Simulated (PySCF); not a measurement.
## Ionisation energy of Ir⁺ by level of theory

Ir⁺ [Xe] 4f14 5d7 6s1 (5F) → Ir²⁺ [Xe] 4f14 5d7 (4F), as a difference of total energies. All numbers are calculated (PySCF 2.14, scalar relativity through the core potential, in aug-cc-pwCVTZ-PP with ECP60MDF). Correlated levels: valence: 5s2 5p6 frozen; valence and next inner shell: nothing frozen outside the core potential. The calculations carry no spin-orbit coupling.

```tsv
method	ionisation energy (eV)
UHF	16.342
LDA	18.367
PBE	18.034
PBE0	17.748
r2SCAN	18.017
HSE06	17.760
MN15	18.031
BHandHLYP	17.347
MP2 (valence)	17.396
SCS-MP2 (valence)	17.061
MP2 (valence and next inner shell)	17.746
SCS-MP2 (valence and next inner shell)	17.374
```

How much does correlation contribute at MP2 (valence and next inner shell)?

17.746 − (16.342) = 1.404 eV, measured against UHF.

The reference lies between the lowest fine-structure levels, while these numbers refer to the centres of the terms.

Errors of the correlated levels include the incompleteness of this basis and the frozen core.

For comparison: 17 ± 0.3 eV (semi-empirical (NIST evaluation); NIST Atomic Spectra Database, ionization energies).
